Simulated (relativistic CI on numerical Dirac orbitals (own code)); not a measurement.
# Slater and spin-orbit integrals, Tc²³⁺

Method of calculation: Dirac-Coulomb-Breit CI, orbitals from a KLI potential per configuration, model QED (radiative potential, 1s self-energy scaled to tabulated hydrogen-like ionisation energies), unscaled Slater integrals (own radial code, finite nucleus).

Slater integrals F^k, G^k are unscaled and averaged over j, outside the closed core [Ne]; ζ comes from projecting the Hamiltonian with its Breit term on Σ l·s of the shell.

- 3s²3p⁶3d²: F^2(3d,3d) = 300280, F^4(3d,3d) = 193420, ζ(3d) = 16111 cm⁻¹; <r>(3d) = 0.3381, <r^2>(3d) = 0.1331 (bohr units).
- 3s²3p⁵3d³: ζ(3p) = 131050, F^2(3d,3d) = 299490, F^4(3d,3d) = 192890, F^2(3p,3d) = 265770, G^1(3p,3d) = 291740, G^3(3p,3d) = 192450, ζ(3d) = 15842 cm⁻¹; <r>(3p) = 0.3746, <r^2>(3p) = 0.1619, <r>(3d) = 0.3389, <r^2>(3d) = 0.1338 (bohr units).
- 3s3p⁶3d³: F^2(3d,3d) = 299140, F^4(3d,3d) = 192650, G^2(3s,3d) = 219990, ζ(3d) = 15994 cm⁻¹; <r>(3s) = 0.3823, <r^2>(3s) = 0.1664, <r>(3d) = 0.3393, <r^2>(3d) = 0.1341 (bohr units).

Give the Racah parameters of the d shell in 3s²3p⁶3d².

B = F²/49 − 5F⁴/441 = 3935 cm⁻¹ and C = 35F⁴/441 = 15350 cm⁻¹.

Averages of the first 10 configurations, taken without configuration mixing, which lowers the lowest level and can move excited configurations by several eV; other configurations of the list can lie among them:

| Configuration | Parity | States | Average energy above the lowest level (eV) |
| --- | --- | --- | --- |
| 3s²3p⁶3d² | even | 45 | 10.0 |
| 3s²3p⁵3d³ | odd | 720 | 157.9 |
| 3s3p⁶3d³ | even | 240 | 271.8 |
| 3s²3p⁶3d4s | even | 20 | 449.0 |
| 3s²3p⁶3d4p | odd | 60 | 488.9 |
| 3s²3p⁶3d4d | even | 100 | 545.5 |
| 3s²3p⁶3d4f | odd | 140 | 594.6 |
| 3s²3p⁵3d²4s | odd | 540 | 592.0 |
| 3s²3p⁵3d²4p | even | 1620 | 632.1 |
| 3s²3p⁶4s² | even | 1 | 909.3 |
